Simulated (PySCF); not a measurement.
**Isomers of C6H8N2: computed energies against enthalpies of formation**

**Measured values to compare with.**

CRC Handbook of Chemistry and Physics lists, for the gas at 298.15 K: enthalpy of formation of `N#CCCCCC#N` (adiponitrile) 149.5 kJ/mol; enthalpy of formation of `NNc1ccccc1` (phenylhydrazine) 202.9 kJ/mol.

The results are set against them at the end.

Differences of these values give the isomerisation enthalpies. Geometries: GFN2-xTB; runs in PySCF, gas phase, with a dispersion term only where the level names one. Total electronic energies (Eh):

```csv
SMILES,PBE0/pcSseg-1
N#CCCCCC#N,-342.47972
NNc1ccccc1,-342.47864
```

Geometry of `N#CCCCCC#N` (Å):
```
atom  x, y, z in Å
N1    -3.2333    1.2992    0.3534
C2    -2.5963    0.3688    0.1660
C3    -1.7693   -0.7912   -0.0501
C4    -0.3603   -0.5726    0.5162
C5     0.3587    0.5738   -0.1927
C6     1.7677    0.7913    0.3742
C7     2.5960   -0.3674    0.1557
N8     3.2350   -1.2960   -0.0344
H9    -1.7210   -0.9891   -1.1249
H10   -2.2445   -1.6467    0.4375
H11    0.2139   -1.4946    0.3980
H12   -0.4317   -0.3541    1.5849
H13   -0.2149    1.4962   -0.0739
H14    0.4300    0.3558   -1.2616
H15    2.2433    1.6475   -0.1120
H16    1.7191    0.9877    1.4493
```

Geometry of `NNc1ccccc1` (Å):
```
atom  x, y, z in Å
N1    -2.7343   -0.6655   -0.4771
N2    -1.8910    0.3880   -0.0820
C3    -0.5179    0.2537    0.0038
C4     0.0947   -0.9942    0.1240
C5     1.4665   -1.0863    0.2686
C6     2.2504    0.0528    0.3003
C7     1.6473    1.2962    0.1858
C8     0.2809    1.3998    0.0344
H9    -2.8412   -1.3183    0.2966
H10   -2.3490   -1.1764   -1.2740
H11   -2.2222    1.2816   -0.4217
H12   -0.4991   -1.8974    0.1098
H13    1.9238   -2.0612    0.3577
H14    3.3210   -0.0247    0.4129
H15    2.2507    2.1919    0.2088
H16   -0.1883    2.3688   -0.0594
```

Zero-point and thermal terms are left out, so the computed numbers are electronic energies.

**Comparison with experiment**

Relative to `N#CCCCCC#N`, the lowest by measurement, in kJ/mol (measured: enthalpies at 298.15 K; computed: electronic energies):

```csv
SMILES,measured,PBE0/pcSseg-1
N#CCCCCC#N,0.0,0.0
NNc1ccccc1,53.4,2.8
```

Measured values: 149.5 kJ/mol (298.15 K; CRC Handbook of Chemistry and Physics) for the first row; the others come from the same table. Unsigned miss: PBE0/pcSseg-1 50.6 kJ/mol. One conformer stands for `N#CCCCCC#N` and `NNc1ccccc1`, not necessarily the lowest, while the measurement averages over conformers. Where a level misses, the cause wasn't examined.
